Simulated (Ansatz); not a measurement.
Two structures of Si₄H₁₂O₄, closed shell, reached by relaxing down either side of one saddle point (PBE0-D4/def2-TZVP). Energies are electronic, without zero-point energy. Program: Ansatz 0.2.0. Basis: def2-TZVPP and def2-QZVPP. Cores are frozen in the correlated methods. Extrapolation: Hartree–Fock as exp(−7.88 √X), correlation as X^−2.97. First:

| atom | x (Å) | y (Å) | z (Å) |
| --- | --- | --- | --- |
| Si1 | -0.6041 | -1.5420 | 2.1577 |
| H2 | 0.3222 | -0.6848 | 2.9367 |
| H3 | 2.6015 | -0.4592 | 0.6955 |
| O4 | 1.7596 | -0.5950 | 0.2590 |
| Si5 | 1.2432 | 0.5754 | -0.7488 |
| O6 | 2.5405 | 1.1349 | -1.5559 |
| O7 | 0.5524 | 1.8179 | 0.0313 |
| Si8 | -0.8416 | 2.3933 | 0.6717 |
| O9 | 0.1432 | -0.0925 | -1.7202 |
| Si10 | -0.7103 | -1.4144 | -2.1706 |
| H11 | -1.7481 | -1.9261 | 3.0274 |
| H12 | -1.1416 | -0.7834 | 0.9986 |
| H13 | 0.0850 | -2.7672 | 1.6889 |
| H14 | 2.4884 | 2.0184 | -1.9214 |
| H15 | -0.9016 | 2.0723 | 2.1198 |
| H16 | -0.8505 | 3.8668 | 0.4946 |
| H17 | -2.0172 | 1.8017 | -0.0164 |
| H18 | -0.6001 | -1.5650 | -3.6429 |
| H19 | -2.1352 | -1.2199 | -1.8025 |
| H20 | -0.1857 | -2.6312 | -1.5023 |

Second:

Si1  (-0.139, -1.775, 1.933)
H2  (2.631, 0.418, 2.745)
H3  (2.720, 0.248, 2.023)
O4  (-0.072, -1.100, 0.442)
Si5  (0.503, 0.078, -0.497)
O6  (2.112, -0.132, -0.595)
O7  (0.187, 1.540, 0.120)
Si8  (-1.012, 2.590, 0.497)
O9  (-0.208, -0.024, -1.947)
Si10  (-1.003, -1.064, -2.934)
H11  (-0.355, -0.724, 2.960)
H12  (-1.279, -2.724, 1.946)
H13  (1.121, -2.502, 2.223)
H14  (2.625, 0.541, -1.043)
H15  (-2.059, 1.905, 1.300)
H16  (-0.419, 3.695, 1.289)
H17  (-1.624, 3.135, -0.741)
H18  (-0.189, -2.286, -3.166)
H19  (-1.237, -0.370, -4.224)
H20  (-2.304, -1.449, -2.331)
(Å)

**Question.** Which bonds change from the first to the second?

**Answer.** Si₃H₈O₄ ([OH][Si]([OH])([O][SiH3])[O][SiH3]) + SiH₄ → Si₄H₁₀O₄ ([OH][Si]([O][SiH3])([O][SiH3])[O][SiH3]) + H₂; bonds formed: Si1–O4, H2–H3; bonds broken: Si1–H2, H3–O4.

**Question.** Give the saddle point's structure and its height above each. (An estimate is asked for; the value comes from the calculation.)

**Answer.** The calculation gives: 40.66 kcal/mol above the first and 58.42 kcal/mol above the second (CCSD(T) at an estimated basis limit (MP2 extrapolated from triple and quadruple zeta, plus CCSD(T) − MP2 in triple zeta)).
```
20
angstrom
Si 0.0676 -1.3781 1.8558
H 1.6562 -1.4072 2.4954
H 1.8877 -0.8824 1.4540
O 1.2329 -0.6759 0.5956
Si 1.0633 0.5176 -0.5537
O 2.5828 0.9242 -0.9233
O 0.2669 1.7738 0.0647
Si -1.2267 2.3646 0.4281
O 0.2578 -0.0989 -1.7993
Si -0.7906 -1.2561 -2.3181
H -0.3790 -0.6082 3.0481
H -1.0588 -1.0589 0.8863
H -0.0464 -2.8532 1.9776
H 2.7453 1.7636 -1.3535
H -1.5706 2.0076 1.8243
H -1.1689 3.8389 0.2807
H -2.2356 1.8045 -0.5045
H -0.6717 -1.3230 -3.7945
H -2.1773 -0.8861 -1.9434
H -0.4350 -2.5666 -1.7202
```

The T1 diagnostic stays at or below 0.013.

Labels in which every atom is bracketed show which atoms are joined, not bond orders.

For scale, one of the runs: CCSD(T)/def2-TZVPP, 460 basis functions, launched by `ansatz run in.yaml --threads 4 --pin off --events-out ev --progress --plain --max-ram 46080MiB --backend cuda --devices 0, --max-vram 37GiB`. Time: 23 s of wall clock on 4 CPU threads of an AMD EPYC 7R13 and a share of one NVIDIA H100; the host was shared. Peak host memory: 1.2 GiB.
